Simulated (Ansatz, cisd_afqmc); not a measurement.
System: LiOH, charge 0, triplet. This triplet is an excited state, 4.2 eV above the singlet at CCSD(T)/def2-QZVPP (Ansatz, a first-principles code). LiOH (parent SMILES [Li][OH], triplet).
B3LYP-D3(BJ)/def2-TZVP minimum from Ansatz:
```xyz
3

Li    -1.0991    -0.9803    -0.4215
O      0.3506     0.3210     0.0318
H      0.4927     0.3729     1.0101
```
Charge 0, spin multiplicity 3.

Total energies in def2-SVP, 8 correlated electrons, 2 frozen orbitals. Open shells are spin-unrestricted; no spin-orbit coupling. Cores are frozen in correlated methods. No relativity. The Monte Carlo rows (phaseless AFQMC, CISD trial, step 0.005/hartree) carry one-sigma bars that omit the constraint's bias. Outlying blocks are dropped, and bars are widened where a walk drifts. Over all cases where full CI ran beside it in this data, AFQMC minus full CI had a median of +0.1 mEh and passed +0.4 mEh in a tenth of the cases. Full CI freezes restricted core orbitals and the other rows unrestricted ones, which leaves a small offset even where coupled cluster is exact. The spin of HLiO (parent SMILES [Li][OH], triplet) was assumed, and the state is the lowest solution found for it.

```csv
method,program,energy (Eh),error against FCI (mEh)
HF,Ansatz,-82.76008,169.56
MP2,Ansatz,-82.91204,17.60
CCSD,Ansatz,-82.92699,2.65
CCSD(T),Ansatz,-82.92913,0.51
CCSDT(Q),Ansatz,-82.92966,-0.02
CCSDTQ,Ansatz,-82.92967,-0.03
AFQMC/CISD,cisd_afqmc,-82.9294 ± 0.0002,0.2 ± 0.2
FCI,Ansatz,-82.92964,0.00
```

Rough core times of Ansatz's runs on a shared machine: CCSD(T) under 20 s, CCSDT(Q) under 20 s, CCSDTQ 90 s, FCI 10 min.
